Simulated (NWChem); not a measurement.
System: AlNH₃Br; SMILES [NH2][AlH][Br]

NWChem printed, in part:

```
             Northwest Computational Chemistry Package (NWChem) 7.3.0
             --------------------------------------------------------

                             Geometry "geometry" -> ""
                             -------------------------

 Output coordinates in angstroms (scale by  1.889725989 to convert to a.u.)

  No.       Tag          Charge          X              Y              Z
 ---- ---------------- ---------- -------------- -------------- --------------
    1 Al                  13.0000    -0.57735700     1.08502400     0.00000000
    2 H                    1.0000    -2.12365300     1.38478100     0.00000000
    3 Br                  35.0000     0.18841500    -1.04350000     0.00000000
    4 N                    7.0000     0.61477200     2.38366900     0.00000000
    5 H                    1.0000     1.62080100     2.25562100     0.00000000
    6 H                    1.0000     0.38643100     3.37198800     0.00000000

 Effective nuclear repulsion energy (a.u.)     205.2583257571

                              NWChem Property Module
                              ----------------------

                                 NWChem DFT Module
                                 -----------------

 Summary of "ao basis" -> "ao basis" (spherical)
 ------------------------------------------------------------------------------
       Tag                 Description            Shells   Functions and Types
 ---------------- ------------------------------  ------  ---------------------
 Al                        def2-svpd                10       24   5s3p2d
 H                         def2-svpd                 4        8   2s2p
 Br                        def2-svpd                15       41   6s5p4d
 N                         def2-svpd                 8       20   4s2p2d

            General Information
            -------------------
          SCF calculation type: DFT
          Wavefunction type:  closed shell.
          No. of atoms     :     6
          No. of electrons :    58
           Alpha electrons :    29
            Beta electrons :    29
          Charge           :     0
          Spin multiplicity:     1
          Use of symmetry is: off; symmetry adaption is: off
          Maximum number of iterations: 150
          AO basis - number of functions:   109
                     number of shells:    45
          Convergence on energy requested:  1.00D-06
          Convergence on density requested:  1.00D-05
          Convergence on gradient requested:  5.00D-04

              XC Information
              --------------
                         PBE0 Method XC Functional
                     Hartree-Fock (Exact) Exchange  0.250
          PerdewBurkeErnzerhof Exchange Functional  0.750
            Perdew 1991 LDA Correlation Functional  1.000 local
           PerdewBurkeErnz. Correlation Functional  1.000 non-local

             Grid Information
             ----------------
          Grid used for XC integration:  medium
          Radial quadrature: Mura-Knowles
          Angular quadrature: Lebedev.
          Tag              B.-S. Rad. Rad. Pts. Rad. Cut. Ang. Pts.
          ---              ---------- --------- --------- ---------
          Al                  1.25       88          12.0       590
          H                   0.35       45          14.0       434
          Br                  1.15      112          12.0       590
          N                   0.65       49          12.0       434
          Grid pruning is: on
          Number of quadrature shells:   384
          Spatial weights used:  Erf1

      Superposition of Atomic Density Guess
      -------------------------------------

 Sum of atomic energies:       -2869.62232150

      Non-variational initial energy
      ------------------------------

 Total energy =   -2870.423649
 1-e energy   =   -4401.885645
 2-e energy   =    1326.203670
 HOMO         =      -0.367108
 LUMO         =       0.006009

   convergence    iter        energy       DeltaE   RMS-Dens  Diis-err
 ---------------- ----- ----------------- --------- --------- ---------
 d= 0,ls=0.0,diis     1  -2872.2942038204 -3.08D+03  1.24D-02  4.64D-01
 d= 0,ls=0.0,diis     2  -2872.2718999093  2.23D-02  6.07D-03  6.38D-01
 d= 0,ls=0.0,diis     3  -2872.3434232563 -7.15D-02  1.21D-03  2.63D-02
 d= 0,ls=0.0,diis     4  -2872.3461498759 -2.73D-03  4.58D-04  3.41D-03
 d= 0,ls=0.0,diis     5  -2872.3465135410 -3.64D-04  8.20D-05  3.55D-05
  Resetting Diis
 d= 0,ls=0.0,diis     6  -2872.3465181791 -4.64D-06  1.04D-05  9.13D-07
 d= 0,ls=0.0,diis     7  -2872.3465183041 -1.25D-07  4.32D-06  2.21D-08

         Total DFT energy =    -2872.346518304084
      One electron energy =    -4404.954748870127
           Coulomb energy =     1444.934257302833
    Exchange-Corr. energy =     -117.584352493894
 Nuclear repulsion energy =      205.258325757104

 Numeric. integr. density =       58.000006207452

                       DFT Final Molecular Orbital Analysis
                       ------------------------------------

[...]

 DFT Linear Response polarizability / au
 Frequency  =       0.0000000 / au
              X              Y              Z
 -----------------------------------------------
 X      56.0942834     -1.4478561      0.0000000
 Y      -1.4476740     67.5858405     -0.0000000
 Z       0.0000000     -0.0000000     48.4168335
 -----------------------------------------------
 Eigenvalues =      55.9146710     67.7654530     48.4168335
 Isotropic   =      57.3656525
 Anisotropic =      16.8971548
 -----------------------------------------------

 Magnetic Dipole Response Matrix (nonzero elements):

 Exiting AOResponse driver routine
```

Level: PBE0/def2-SVPD. Coordinates come from a PBE0/def2-SVP optimisation.

Task: Write an input that gives this output.

Result: Several could match; the one computed here: the input that was run:
```
start job
memory heap 200 mb stack 900 mb global 1100 mb
geometry units angstroms noautosym nocenter noautoz
  Al    -0.577357     1.085024     0.000000
  H     -2.123653     1.384781     0.000000
  Br     0.188415    -1.043500     0.000000
  N      0.614772     2.383669     0.000000
  H      1.620801     2.255621     0.000000
  H      0.386431     3.371988     0.000000
end
basis spherical
  * library def2-svpd
end
dft
  xc pbe0
  iterations 150
end
property
  response 1 0.0
end
task dft property
```
